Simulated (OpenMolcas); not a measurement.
Ta4+ (d1) in a complex was computed by CASSCF with the d shell active (OpenMolcas, ANO-RCC-VDZP on the metal). Its lowest spin-free states, and all those of the highest spin:

```csv
2S+1,Degeneracy,E (cm-1)
2,1,0.0
2,2,2665
2,2,18516
```

**Question.** Is the site octahedral, tetrahedral or cube-like, axial, or of lower symmetry?

**Answer.** The states with 2S+1 = 2 have orbital degeneracies 1, 2, 2. There are pairs but no triples, so the site is axial: not cubic, but with a proper or improper axis of order three or more. The run had Ta4+ with 6 ligands (bromide) in trigonal prismatic coordination (D3h) at 2.59 Å, a polar angle of 45.2° against the regular 49.1°. A charge of +0.333 e stands 2.6 Å behind each ligand. Ligand basis ANO-RCC-VDZP.

The least metal-like active orbital is 69 % on the metal (Löwdin) and no ligand orbital is active, so the numbers are rough. With metal d orbitals alone the field can be off either way by tens of per cent. Ligand-to-metal charge-transfer states are missing. No measured value stands beside these numbers; the geometry was imposed, not optimised, and the real ion may take another.
